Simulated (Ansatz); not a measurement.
Cost and result for the atomization energy of `[F][Sn]([Br])([Br])[Br]` (5 atoms, 4 bonds).

| atom | x (Å) | y (Å) | z (Å) |
| --- | --- | --- | --- |
| F1 | 1.393 | -0.789 | -1.094 |
| Sn2 | 0.030 | -0.017 | -0.023 |
| Br3 | 0.491 | -0.667 | 2.276 |
| Br4 | 0.171 | 2.392 | -0.337 |
| Br5 | -2.085 | -0.920 | -0.821 |

Charge 0, multiplicity 1. Correlated methods include outer-core shells of Br, Sn, which these sets cover unevenly. Scalar relativity is left out up to krypton. Sn takes the def2 core potential. The geometry is a stationary point of PBE0-D4/def2-TZVP. Program: Ansatz. All runs use 4 threads of an Arm Neoverse V1 on a shared host. Times are those of one run each, without the atoms' runs, and a repeat can differ threefold. Electronic energies, without spin–orbit coupling; frozen cores. CCSD(T)/CBS adds CCSD(T) − MP2 in def2-TZVPP to the MP2 limit, and its time is that of the two runs behind it. T1 = 0.010. With those shells the extrapolation isn't a true limit. HSE06 is the plane-wave form, built on full-range PBE exchange.

CCSD(T)/CBS is a level of theory with its own doubt, some kJ/mol a heavy atom from the limit and from the frozen cores, so smaller differences don't rank the functionals.

```tsv
level	functions	wall time
PBE-D4/def2-TZVPP (with forces)	225	3.4 s
PBE0-D4/def2-TZVPP	225	6.5 s
HSE06-D4/def2-TZVPP	225	7 s
BHLYP-D4/def2-TZVPP	225	7.5 s
RPA@PBE/def2-TZVPP	225	8 s
B2PLYP/def2-TZVPP	225	10 s
PBE-QIDH/def2-TZVPP	225	10 s
ωB97X-V/def2-TZVPP	225	15 s
ωB97M-V/def2-TZVPP (with forces)	225	22 s
MP2/def2-QZVPP	406	29 s
CCSD(T)/def2-SVP	136	32 s
CCSD(T)/def2-TZVPP	225	8.1 min
CCSD(T)/CBS(def2)	–	8.6 min
```

Q: What atomization energy does each give, and how far from CCSD(T)/CBS? (Estimate.)

A: Ansatz gave: 
| level | atomization (kJ/mol) | difference from CCSD(T)/CBS | per bond |
| --- | --- | --- | --- |
| PBE-D4/def2-TZVPP (with forces) | 1341.4 | -6.4 | -1.6 |
| PBE0-D4/def2-TZVPP | 1297.0 | -50.8 | -12.7 |
| HSE06-D4/def2-TZVPP | 1297.6 | -50.2 | -12.5 |
| BHLYP-D4/def2-TZVPP | 1216.0 | -131.8 | -33.0 |
| RPA@PBE/def2-TZVPP | 1105.5 | -242.3 | -60.6 |
| B2PLYP/def2-TZVPP | 1257.2 | -90.6 | -22.7 |
| PBE-QIDH/def2-TZVPP | 1292.6 | -55.2 | -13.8 |
| ωB97X-V/def2-TZVPP | 1308.7 | -39.1 | -9.8 |
| ωB97M-V/def2-TZVPP (with forces) | 1278.4 | -69.4 | -17.4 |
| MP2/def2-QZVPP | 1380.8 | 33.0 | 8.3 |
| CCSD(T)/def2-SVP | 1161.3 | -186.5 | -46.6 |
| CCSD(T)/def2-TZVPP | 1253.2 | -94.6 | -23.7 |
| CCSD(T)/CBS(def2) | 1347.8 | 0.0 | 0.0 |

From BLYP to BHLYP (50 % exact exchange), in def2-TZVPP and without D4, the atomization energy moves by −51.8 kJ/mol: exact exchange takes away binding that semilocal exchange gives to molecules. Leaving LDA and LC-ωPBE aside and taking each functional with its dispersion term where it has one, the values spread over 125.4 kJ/mol, from BHLYP-D4 to PBE-D4. LDA lies +236.7 kJ/mol from PBE without D4, its usual overbinding. At CCSD(T), def2-SVP lies −186.5 kJ/mol from the extrapolated value and def2-TZVPP −94.6 kJ/mol: correlation converges slowly with the basis, and small sets miss more of it in the bonded molecule than in its fragments.

Spin–orbit coupling would lower the free Sn atoms strongly, and the atomization energy with them, by more than many differences here. For some Ge, Se and Sn compounds the MP2-based and the directly extrapolated limit differ by 10 to 25 kJ/mol.
